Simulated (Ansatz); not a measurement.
An input meant for the cluster Ni2O2⁺ (charge 1, doublet).

```yaml
crystal:
  periodic: [false, false, false]
  atoms:
    - {symbol: Ni, position_ang: [0.221778, 0.709386, 0.963118]}
    - {symbol: Ni, position_ang: [-0.225523, -0.778649, -1.039503]}
    - {symbol: O, position_ang: [0.932823, -0.720688, 0.326321]}
    - {symbol: O, position_ang: [-0.929088, 0.789951, -0.249926]}
basis:
  gaussian: {orbitals: def2-SVPD}
total_charge: 1
magnetization: {spin_polarized: true, initial_magnetization: 2}
hamiltonian: {xc: {name: wB97X}}
scf: {omitted_lower_state_checks: [starts]}
```

```sh
$ ansatz run in.yaml --threads 4 --pin off --events-out ev --progress --plain --max-ram 3916MiB
```

Shortened log:

```
Error: a molecule whose nuclei and cores have a total charge of 72 cannot have a net charge of 1 together with 2 unpaired electrons
```

Question: What is wrong with this run?

Answer: The number of unpaired electrons doesn't fit the electron count. The program refused the input.
